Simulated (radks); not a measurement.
Values are calculated unless marked as measured or tabulated.
Q: Rh III, 43 electrons, occupied as [Kr] 4d7. Code: a radial shooting solver on a logarithmic mesh with Libxc functionals. Model: scalar-relativistic Kohn-Sham, PBE, spin-polarised, spherical densities, finite nucleus; open shells are filled with parallel spins first (spin-orbit coupling, left out, can overturn this in heavy ions); Fermi nuclear charge, rms radius 4.4945 fm. Some entries of the table are withheld. Estimate them.

orbital,occ.,eigenvalue (eV),<r^2> (bohr^2),<1/r> (bohr^-1)
1s down,1,-23058.97,0.001438,47.05
1s up,1,-23058.96,0.001438,47.05
2s up,1,-3361.237,0.02374,10.65
2s down,1,-3360.756,0.02374,10.65
2p up,3,-3014.535,0.01869,10.32
2p down,3,-3014.174,0.01869,10.32
3s up,1,-617.9737,0.1747,3.711
3s down,1,-617.7349,0.1746,3.710
3p up,3,-504.0144,0.1772,3.534
3p down,3,-503.7405,0.1771,3.534
3d up,5,-321.8463,0.1640,(1)
3d down,5,-321.4126,0.1639,(2)
4s up,1,(3),1.085,1.401
4s down,1,(4),1.080,1.407
4p up,3,(5),1.324,1.256
4p down,3,(6),1.321,1.260
4d up,5,-26.6816,2.461,0.9274
4d down,2,-24.4739,2.549,0.9198

A: 
(1) 3d up <1/r> (bohr^-1): 3.307
(2) 3d down <1/r> (bohr^-1): 3.307
(3) 4s up eigenvalue (eV): -104.3410
(4) 4s down eigenvalue (eV): -102.2205
(5) 4p up eigenvalue (eV): -72.1868
(6) 4p down eigenvalue (eV): -69.9525
